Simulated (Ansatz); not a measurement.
One change: `[NH2][AlH][SiH2]S` becomes `[AlH2][SiH2]S`.

Ansatz, PBE0-D4/def2-TZVP geometries, multiplicity 1. Each molecule was computed in one conformer, which needn't be the lowest.

```csv
property,`[NH2][AlH][SiH2]S`
HOMO energy (PBE/def2-TZVPP) / eV,-5.79
zero-point energy (PBE0-D4/def2-TZVP) / kJ/mol,156.3
LUMO energy (ωB97M-V/def2-TZVPP) / eV,0.39
HOMO energy (ωB97M-V/def2-TZVPP) / eV,-8.97
HOMO energy (PBE0/def2-TZVPP) / eV,-6.92
HOMO–LUMO gap (PBE/def2-TZVPP) / eV,3.79
```

Problem. Give the same properties after the change, and the shifts. (An estimate is asked.)

Solution. Computed: 
| property | `[AlH2][SiH2]S` | shift |
| --- | --- | --- |
| HOMO energy (PBE/def2-TZVPP) / eV | -6.15 | -0.36 |
| zero-point energy (PBE0-D4/def2-TZVP) / kJ/mol | 103.8 | -52.5 |
| LUMO energy (ωB97M-V/def2-TZVPP) / eV | -0.55 | -0.94 |
| HOMO energy (ωB97M-V/def2-TZVPP) / eV | -9.55 | -0.58 |
| HOMO energy (PBE0/def2-TZVPP) / eV | -7.37 | -0.45 |
| HOMO–LUMO gap (PBE/def2-TZVPP) / eV | 3.20 | -0.59 |

With PBE0 the HOMO falls by 0.45 eV and the LUMO falls by 0.92 eV, so the gap narrows by about 0.47 eV. PBE moves the HOMO by -0.36 eV and ωB97M-V by -0.58 eV. The zero-point energy changes by -52.5 kJ/mol with -6 modes.
